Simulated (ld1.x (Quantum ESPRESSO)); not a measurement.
Logarithmic derivatives: Fe (Z = 26), TM

ld1.x (Quantum ESPRESSO) 7.5 input, shortened:

```
&input
   title='Fe', zed=26., rel=1, dft='PBESOL', iswitch=3,
   config='[Ar] 3d6 4s1 4p1'
 /
 &inputp
   pseudotype=2, tm=.true., lloc=2,
   nlcc=.true.
 /
3
4S  1  0   1.00   0.00  2.10  2.10  0.0
4P  2  1   1.00   0.00  2.30  2.30  0.0
3D  3  2   6.00   0.00  1.40  1.40  0.0
 &test
   configts(1)='3d6 4s1 4p1'
 /
```

The phase is arctan(r·u′/u) with u = r·R(r), unwrapped; energies in Ry, scanned from -3 to 5 Ry. A pole is an energy at which the radial function vanishes at the test radius. The pseudo phase is shifted by a multiple of π to meet the all-electron one at the reference energy, and phase errors are pseudo minus all-electron; the curves can meet again beyond the range given. Levels narrower than the energy grid can be missing from the lists of poles.

Problem. For each channel, where are the poles, and over which energies does the pseudopotential scatter like the atom?

Solution.

```csv
channel,radius (bohr),reference energy (Ry),"poles, all-electron","poles, pseudo",unbroken range about the reference energy with phases within 0.05 rad,phase error 1 Ry above the reference energy (rad)
s,2.49,-0.47,1.76,"1.47, 4.53",below 1.8,-0.013
p,2.49,-0.16,2.81,2.51,below 3.2,-0.019
d,2.49,-0.68,"-0.52, 4.58","-0.52, 4.96",below 1.2,+0.007
```

Note: ghost states, extra bound levels that the all-electron valence spectrum of the same l lacks: s at -247.2 eV, p at -95.5 eV. A true bound ghost makes a file unfit for plane-wave use.

Phases in the p channel:

| E (Ry) | all-electron | pseudo |
| --- | --- | --- |
| -3.00 | 1.322 | 1.316 |
| -2.52 | 1.294 | 1.289 |
| -2.04 | 1.256 | 1.251 |
| -1.56 | 1.201 | 1.197 |
| -1.08 | 1.112 | 1.109 |
| -0.60 | 0.946 | 0.944 |
| -0.12 | 0.552 | 0.552 |
| 0.36 | -0.342 | -0.353 |
| 0.84 | -1.032 | -1.051 |
| 1.32 | -1.304 | -1.325 |
| 1.80 | -1.434 | -1.458 |
| 2.28 | -1.511 | -1.540 |
| 2.76 | -1.566 | -1.603 |
| 3.24 | -1.610 | -1.660 |
| 3.72 | -1.651 | -1.724 |
| 4.20 | -1.692 | -1.812 |
| 4.68 | -1.740 | -1.972 |
